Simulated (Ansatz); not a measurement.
Mulliken charges of CH4FNSi (`F/C=N/[SiH3]`) from r2SCAN/def2-TZVPP in Ansatz (PBE0-D4/def2-TZVP geometry).

```json
{"atom": "F1", "x (Å)": "-1.624", "y (Å)": "-1.628", "z (Å)": "1.464", "charge (e)": "-0.165"}
{"atom": "C2", "x (Å)": "-0.724", "y (Å)": "-0.750", "z (Å)": "1.017", "charge (e)": "0.184"}
{"atom": "N3", "x (Å)": "-0.565", "y (Å)": "-0.551", "z (Å)": "-0.191", "charge (e)": "-0.289"}
{"atom": "Si4", "x (Å)": "0.568", "y (Å)": "0.559", "z (Å)": "-0.894", "charge (e)": "0.412"}
{"atom": "H5", "x (Å)": "-0.212", "y (Å)": "-0.294", "z (Å)": "1.872", "charge (e)": "0.078"}
{"atom": "H6", "x (Å)": "-0.194", "y (Å)": "1.539", "z (Å)": "-1.704", "charge (e)": "-0.068"}
{"atom": "H7", "x (Å)": "1.360", "y (Å)": "1.282", "z (Å)": "0.144", "charge (e)": "-0.086"}
{"atom": "H8", "x (Å)": "1.484", "y (Å)": "-0.213", "z (Å)": "-1.765", "charge (e)": "-0.068"}
```

Problem. By hand: the dipole of these point charges (1 e Å = 4.8032 D).

Solution. Σ q r = (0.311, 0.297, 0.002) e Å, of length 0.430 e Å = 2.07 D.

Problem. How does the dipole of the full density compare? (Estimate.)

Solution. Ansatz gave: (0.250, 0.232, 0.186) e Å, 1.87 D; the point charges give 1.11 times that, at 28° from its direction.

Point charges leave out the atoms' own dipoles, such as those of lone pairs, and Mulliken's split depends on the basis, so the two needn't agree.
